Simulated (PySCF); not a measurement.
# Electron affinity of Br by level of theory

Br⁻ [Kr] (1S) → Br [Ar] 3d10 4s2 4p5 (2P), as a difference of total energies. Calculation: PySCF 2.14, in aug-cc-pVTZ-DK (7s6p4d2f, 59 functions); scalar relativity by spin-free X2C-1e. Correlated levels: valence: [Ar] 3d10 frozen. The calculations carry no spin-orbit coupling.

| method | electron affinity (eV) |
| --- | --- |
| UHF | 2.345 |
| PBE | 3.455 |
| r2SCAN | 3.471 |
| B2PLYP | 3.405 |
| M06 | 3.172 |
| BHandHLYP | 3.301 |
| wB97X | 3.391 |
| MP2 (valence) | 3.404 |
| SCS-MP2 (valence) | 3.323 |

Task: Estimate what LDA gives.

Result: 3.737 eV, closest to r2SCAN among the rows shown.

Task: Estimate what PBE0 gives.

Result: 3.408 eV, closest to B2PLYP among the rows shown.

A first-order spin-orbit estimate (lowest level to lowest level, LS coupling) adds -0.145 eV.

Errors of the correlated levels include the incompleteness of this basis and the frozen core.

In the anion the highest occupied orbital energy is positive at PBE, a self-interaction effect; the basis confines that electron, and the energy difference can still be sensible.

For comparison: 3.364 eV (measured; photodetachment measurements, as compiled on the Wikipedia data page of electron affinities).
